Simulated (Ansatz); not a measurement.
Results of the Gaussian-basis code of Ansatz.

A structure relaxed at PBE0-D4/def2-TZVP, charge 0, multiplicity 2:

| atom | x (Å) | y (Å) | z (Å) |
| --- | --- | --- | --- |
| C1 | 0.715 | 0.763 | 1.061 |
| C2 | -0.199 | -0.149 | 0.247 |
| B3 | 0.334 | -0.607 | -1.132 |
| S4 | -0.407 | -1.166 | -2.610 |
| H5 | 0.280 | 0.995 | 2.036 |
| H6 | 0.891 | 1.708 | 0.543 |
| H7 | 1.688 | 0.296 | 1.226 |
| H8 | -0.378 | -1.083 | 0.803 |
| H9 | -1.193 | 0.306 | 0.131 |
| H10 | -1.730 | -1.063 | -2.307 |

(1) Give its formula and SMILES.

(2) Summarise the bond lengths by kind.

Results:

(1) C2H6BS, `CC[B]S`.

(2) 1 × C–C 1.527 Å; 5 × C–H 1.092 to 1.101 Å; 1 × B–C 1.548 Å; 1 × B–S 1.745 Å; 1 × H–S 1.361 Å.
